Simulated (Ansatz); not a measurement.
Two isomers of CH6FNOSi: A = `NC(O)(F)[SiH3]`, B = `NCO[SiH2]F`.

Gas-phase electronic energies from Ansatz, PBE0-D4/def2-TZVP geometries. CCSD(T)/CBS adds triple-zeta CCSD(T) − MP2 to the extrapolated MP2 energy (def2 sets, frozen cores). DFT in def2-TZVPP. B3LYP here is the variant with VWN-RPA as its local correlation; programs differ in this. One conformer a species, not always the lowest.

(1) Which isomer does CCSD(T)/CBS put lower? Give the gap. (Best estimate.)

(2) Give E(B) − E(A) in kcal/mol with CCSD(T)/def2-TZVPP, B3LYP, ωB97M-V, PBE0-D4, LDA (SPW92), HF/def2-TZVPP, CCSD/def2-TZVPP. (Estimate.)

(3) Does the order hold for the free energy at 298.15 K (harmonic terms from PBE0-D4)? (Best estimate.)

Largest T1 diagnostic: 0.012.

Answers

(1) The calculation gave: B, by 73.7 kcal/mol.

(2) Ansatz gave: CCSD(T)/def2-TZVPP -72.8, B3LYP -72.4, ωB97M-V -70.8, PBE0-D4 -68.5, LDA (SPW92) -63.9, HF/def2-TZVPP -78.2, CCSD/def2-TZVPP -74.0. None reverses the order clearly.

(3) The calculation gave: Yes: G(B) − G(A) = -70.9 kcal/mol, for one conformer each. Modes under 60 cm⁻¹, often nearly free rotors, make the harmonic entropy too high.

In def2-TZVPP, CCSD(T) changes the Hartree–Fock value by +5.4 kcal/mol (the triples alone add +1.2 kcal/mol) and MP2 by +2.2 kcal/mol. At CCSD(T), def2-SVP lies +10.0 kcal/mol from the extrapolated value and def2-TZVPP +0.9 kcal/mol.
